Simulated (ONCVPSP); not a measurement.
**Which change was made? (Ge, ONCV)**

ONCVPSP 4.0.1 input, shortened (lines: element, Z, core and valence counts, functional; n l f; lmax; l rc ep ncon nbas qcut; lloc lpopt rc5 dvloc0; l nproj debl; icmod fcfact rcfact), LDA (Perdew-Zunger), scalar-relativistic:

```
  Ge 32.00    6    2        3      upf
    1    0    2.00
    2    0    2.00
    2    1    6.00
    3    0    2.00
    3    1    6.00
    3    2   10.00
    4    0    2.00
    4    1    2.00
    1
    0    1.75    0.00    4    8    2.90
    1    1.90    0.00    3    7    5.10
    4    5    1.50    1.00
    0    3    2.10
    1    2    3.40
    0    0.00    0.00
```

Cutoffs, loose and tight: the cutoffs (Ha) at which the residual kinetic energy of the hardest occupied pseudo-wave falls to 1 and 0.1 mHa per electron. They do not see the model core or the augmentation charge, which bear on the density cutoff. Test errors are all-electron minus pseudo excitation energies from the reference, over the configurations 4s2 4p1; 4s2 4p0; 4s1 4p0; 4s2 4p1.5; variants that change the core or the reference have their own tests.

The base gives: outcome: generated; cutoff, loose: 44 Ha; cutoff, tight: 56 Ha; bound ghosts: none; GHOST(+) flags above zero: s; largest test error (meV): +250.

Task: After one change the result is: outcome: generated; cutoff, loose: 25 Ha; cutoff, tight: 53 Ha; bound ghosts: none; GHOST(+) flags above zero: s; largest test error (meV): +252. Which change was it?
A. s: qcut 3.4
B. all radii scaled by about 1.27 (s 2.22, p 2.40 bohr); local potential polynomial inside 1.90 bohr (lpopt 5, dvloc0 1 Ha)
C. s: ncon 3, nbas 7

Result: A. The others give: all radii scaled by about 1.27 (s 2.22, p 2.40 bohr); local potential polynomial inside 1.90 bohr (lpopt 5, dvloc0 1 Ha) → outcome: generated; cutoff, loose: 16 Ha; cutoff, tight: 34 Ha; bound ghosts: none; GHOST(+) flags above zero: s; largest test error (meV): +190 | s: ncon 3, nbas 7 → outcome: generated; cutoff, loose: 37 Ha; cutoff, tight: 61 Ha; bound ghosts: none; GHOST(+) flags above zero: s; largest test error (meV): +247.
